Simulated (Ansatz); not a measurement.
Saddle point of GeNH₅S, closed shell (GeNH₅S ([NH2][GeH2][SH]) → GeH₂S ([S][GeH2]) + NH₃ (still joined by a long Ge–N bond); bonds formed: N2–H4; bonds broken: S3–H4; bonds weakened to dative contacts: Ge1–N2), PBE0-D4/def2-TZVP structure:

```xyz
8
angstrom
Ge -0.8237 0.0701 0.4973
N 0.9793 -0.0701 -0.2241
S -1.4597 0.0367 -1.5577
H 0.1726 -0.0575 -1.3184
H -0.8969 1.3721 1.3169
H -1.0573 -1.1500 1.4078
H 1.4898 -0.9251 -0.0321
H 1.5958 0.7239 -0.0894
```

Energies are electronic, without zero-point energy. Barriers and step energies count from the start structure reached by relaxing down the imaginary mode; all methods use the PBE0-D4 structures, on which another method's saddle can fall below an end. Program: Ansatz 0.2.0. Basis: def2-TZVPP, with def2-QZVPP for the basis limit. Cores are frozen in the correlated methods. Filled d shells of the heavier atoms are correlated. The def2 sets are not built for correlating such inner shells, so the correlated values are less sure here. B3LYP uses VWN-RPA correlation. Extrapolation: Hartree–Fock as exp(−7.88 √X), correlation as X^−2.97.

```
      method  barrier (eV)  step energy (eV)
       SPW92         0.630             0.250
      PBE-D4         0.806             0.242
     BLYP-D4             ?             0.255
   r2SCAN-D4         0.927             0.285
      B97M-V             ?             0.258
     PBE0-D4         0.955             0.295
    B3LYP-D4         1.053             0.301
  r2SCAN0-D4         1.026             0.313
    BHLYP-D4         1.236             0.355
CAM-B3LYP-D4         1.126             0.376
     wB97X-V         1.143             0.398
     wB97M-V         1.095             0.341
      B2PLYP         1.075             0.321
    PBE-QIDH         1.050             0.341
  RPA on PBE         1.129             0.420
          HF             ?             0.397
         MP2         1.031             0.353
        CCSD         1.223             0.406
     CCSD(T)         1.118             0.376
```

Task: Fill in the withheld barriers. (To be estimated.)

Result: By the calculation: B97M-V 1.031; BLYP-D4 0.942; HF 1.600 eV. Each is the energy of the saddle less that of the start structure, by the same method.

For comparison, the barrier by CCSD(T) at an estimated basis limit (MP2 extrapolated from triple and quadruple zeta, plus CCSD(T) − MP2 in triple zeta) is 1.067 eV.

T1 diagnostic: at most 0.013. The end structure is not quite a true minimum (one mode of 69i cm⁻¹).

Labels in which every atom is bracketed show which atoms are joined, not bond orders.

For scale, one of the runs: CCSD(T)/def2-TZVPP, 191 basis functions (an equivalent command: `ansatz run in.yaml --threads 4`). The run took 43 s on 4 CPU threads (shared host), with 2 GiB of host memory at its peak.
